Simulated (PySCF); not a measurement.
Gas-phase reaction: 2 Si2O(OH)6 + Si2O2 + O2 = 6 SiO(OH)2

Energies from PySCF, thermal terms from the rigid-rotor harmonic-oscillator model, ideal gas at 1 bar. † marks an energy on the PBE0/def2-TZVP geometry and frequencies; other levels use their own. MP2 freezes the core. 6-31G* has spherical d functions here. Open shells (unrestricted): O2 (multiplicity 3); the rest are closed-shell singlets. Si2O(OH)6, Si2O2, SiO(OH)2: computed as isolated molecules; such fragments, hydroxides, amides, oligomers or adducts are transient or little studied in the gas. MP2 isn't extrapolated to the basis-set limit.

```csv
level,"ΔH°(298 K), kJ"
BLYP/def2-TZVP†,347
HF/6-31G*,(withheld)
MP2/def2-SVP†,554
MP2/def2-TZVPP†,(withheld)
LDA/def2-TZVP†,535
```

Task: What belongs in the gaps?

Result: 
- HF/6-31G*, ΔH°(298 K), kJ: 759
- MP2/def2-TZVPP†, ΔH°(298 K), kJ: 435
